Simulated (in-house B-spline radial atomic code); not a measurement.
Radial electron density of Re, [Xe] 4f14 5d5 6s2. Method: scalar-relativistic (X2C) BLYP, spin-polarised, spherical fractional occupations, Fermi nucleus of rms radius 5.3698 fm. Calculated with a radial B-spline atomic code at the basis-set limit.

One-electron X2C: radii and densities carry no picture-change correction, so inner-shell <1/r> comes out high (for 1s by about 2 % at Z = 33, 5 % at 54, 10 % at 75, 30 % at 118) and <r> low.

Columns: r (bohr), 4πr²n(r) (electrons per bohr), bar.

```
0.000335    2.996 #
 0.00042    4.112 #
0.000526    5.612 ##
0.000661    7.661 ##
0.000829    10.38 ###
 0.00104    13.98 #####
  0.0013     18.6 ######
 0.00164    24.81 ########
 0.00205    32.35 ##########
 0.00257     41.7 #############
 0.00323     52.9 #################
 0.00405     65.4 #####################
 0.00508    78.54 #########################
 0.00638    91.02 #############################
   0.008    100.8 #################################
    0.01    105.9 ##################################
  0.0126    105.2 ##################################
  0.0158    99.36 ################################
  0.0198    92.42 ##############################
  0.0249     90.9 #############################
  0.0312    100.3 ################################
  0.0391    119.1 #######################################
  0.0491    135.9 ############################################
  0.0616    136.1 ############################################
  0.0772    119.4 #######################################
  0.0969    106.2 ##################################
   0.122    114.6 #####################################
   0.153    126.9 #########################################
   0.191    111.7 ####################################
    0.24    77.39 #########################
   0.301    66.09 #####################
   0.378    77.12 #########################
   0.474    72.71 ########################
   0.595    48.29 ################
   0.746    28.01 #########
   0.936    19.09 ######
    1.17    13.88 ####
    1.47    8.608 ###
    1.85    4.763 ##
    2.32     2.74 #
    2.91    1.588 #
    3.65   0.8026 
    4.58   0.3151 
    5.74  0.08927 
     7.2  0.01656 
    9.03 0.001867 
    11.3 0.0001197
```

On this grid the curve has 4 maxima, near 0.01, 0.0616, 0.153, 0.378 bohr.

The 6s up radial function P(r) = rR(r), positive near the nucleus:

```tsv
r (bohr)	P
0.000267	0.01172
0.00042	0.01611
0.000661	0.02195
0.00104	0.02956
0.00164	0.03915
0.00257	0.05019
0.00405	0.06139
0.00638	0.06854
0.01	0.06392
0.0158	0.03596
0.0249	-0.02127
0.0391	-0.08468
0.0616	-0.08206
0.0969	0.04319
0.153	0.1365
0.24	-0.05014
0.378	-0.1877
0.595	0.1495
0.936	0.2813
1.47	-0.2283
2.32	-0.6452
3.65	-0.4938
5.74	-0.1682
9.03	-0.02158
```
